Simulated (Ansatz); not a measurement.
Geometry optimisation, RKS PBE-D4/def2-SVP (Ansatz 0.2.0).

Input file:

```yaml
crystal:
  periodic: [false, false, false]
  atoms:
    - { symbol: C, position_ang: [-2.0838, 0.9782, -0.4405] }
    - { symbol: S, position_ang: [-1.3164, 0.0417, 0.832] }
    - { symbol: C, position_ang: [0.2015, -0.3959, -0.0703] }
    - { symbol: C, position_ang: [0.6496, -1.8406, 0.2563] }
    - { symbol: F, position_ang: [0.009, -0.3294, -1.4201] }
    - { symbol: Si, position_ang: [1.5631, 0.8596, 0.3844] }
    - { symbol: H, position_ang: [-2.3333, 0.4019, -1.3168] }
    - { symbol: H, position_ang: [-3.0349, 1.43, -0.0616] }
    - { symbol: H, position_ang: [-1.5067, 1.8865, -0.7127] }
    - { symbol: H, position_ang: [1.4742, -2.1629, -0.2657] }
    - { symbol: H, position_ang: [-0.2376, -2.5234, -0.0433] }
    - { symbol: H, position_ang: [0.784, -2.0113, 1.3434] }
    - { symbol: H, position_ang: [1.8363, 0.8367, 1.8244] }
    - { symbol: H, position_ang: [1.1429, 2.2495, 0.0512] }
    - { symbol: H, position_ang: [2.8304, 0.5288, -0.3314] }
basis:
  gaussian: { orbitals: def2-SVP }
hamiltonian:
  xc: pbe
  dispersion: d4
relax:
  f_tol: 0.015
  max_steps: 40
```

Launched with:

```bash
$ ansatz run input.yaml --threads 2 --pin off --max-ram 3072MiB --backend cpu --events-out ev --progress --plain --runs-dir out
```

Where does it end, and by what steps?

The run converged. The force dipped under the threshold on the way, but the program's further checks kept it going. After 13 steps the energy has fallen by 0.445 eV; H7 moved furthest, 0.78 Å.

```
step  energy less start (eV)  largest force component (eV/Å)  accepted
   0                  0.0000                           4.452       yes
   1                 -0.3635                           1.149       yes
   2                 -0.4244                           0.335       yes
   3                 -0.4362                           0.145       yes
   4                 -0.4399                           0.058       yes
   5                 -0.4417                           0.052       yes
   6                 -0.4422                           0.145       yes
   7                 -0.4434                           0.049       yes
   8                 -0.4440                           0.014       yes
   9                 -0.4442                           0.104       yes
  10                 -0.4446                           0.027       yes
  11                 -0.4448                           0.014       yes
  12                 -0.4448                           0.011       yes
  13                 -0.4449                           0.008       yes
```

```xyz
15
Properties=species:S:1:pos:R:3
C -2.021 1.197 -0.341
S -1.452 -0.226 0.644
C 0.183 -0.561 -0.138
C 0.648 -1.923 0.360
F 0.033 -0.627 -1.540
Si 1.444 0.848 0.236
H -1.840 0.993 -1.414
H -3.112 1.273 -0.169
H -1.540 2.149 -0.043
H 1.622 -2.184 -0.102
H -0.096 -2.697 0.081
H 0.768 -1.925 1.461
H 1.727 0.876 1.712
H 0.892 2.173 -0.204
H 2.723 0.585 -0.514
```

Whether the end is a true minimum wasn't checked by a vibrational analysis.

Time of the run: 54 s on 2 threads of Arm Neoverse V1, with other jobs on the host, peak memory 0.19 GiB.
